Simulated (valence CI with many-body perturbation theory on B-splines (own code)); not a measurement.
# Fe XXII: key properties

Calculated by configuration interaction combined with many-body perturbation theory (CI+MBPT): three valence electrons over a frozen Dirac-Fock core [He], a basis of 11 s, 11 p, 9 d, 7 f, 5 g, 2 h, 1 i functions for each j, with the one-electron correlation potential Σ1 (screened to all orders), the two-electron term Σ2, the three-electron term Σ3, Breit, model QED; selected single and double excitations, second order for the rest (own B-spline code, finite nucleus).

No measured levels were compared; by estimate levels of excited configurations hold to 0.05 to 0.15 % of their energy, terms of the ground configuration to about 0.5 %.

Names give the largest LS component (configuration and term), which can be under half, so a name can repeat, a term be missing and a line seem to break the LS rules; names also repeat where a configuration has a term twice.

Rates and lifetimes use the calculated energies. Strong lines usually hold to 10 to 20 %, long lifetimes can be off by a factor of two.

(1) What is the ground level?

(2) How is the term 2P° of the ground level split?

(3) How well does LS coupling describe the low levels?

(4) What is the ionisation energy?

(5) Among levels below 9464.6 × 10³ cm⁻¹, which E1 lines absorb most strongly from the ground level?

## Answers

(1) 2s2 2p 2P°_1/2, composition 98 % 2s2 2p 2P° + 2 % 2p3 2P°, g = 0.661.

(2) J = 1/2 at 0.00, J = 3/2 at 118.23 × 10³ cm⁻¹.

(3) Among the lowest 20 levels the leading LS term, summed over configurations, holds 92 % on average. For single configurations the figures are 90 % in LS and 81 % in jj coupling. Terms mix most in the J = 1/2 level at 978.71 × 10³ cm⁻¹, where the leading one holds 60 %.

(4) 1798.7 eV; NIST lists 1798.4 ± 0.8 eV (semi-empirical).

(5) to 2s2 3d 2D_3/2 at 1.177 nm, f = 0.672; to 2s 2p 3p 2D_3/2 at 1.143 nm, f = 0.193; to 2s 2p 3p 2P_1/2 at 1.148 nm, f = 0.127.
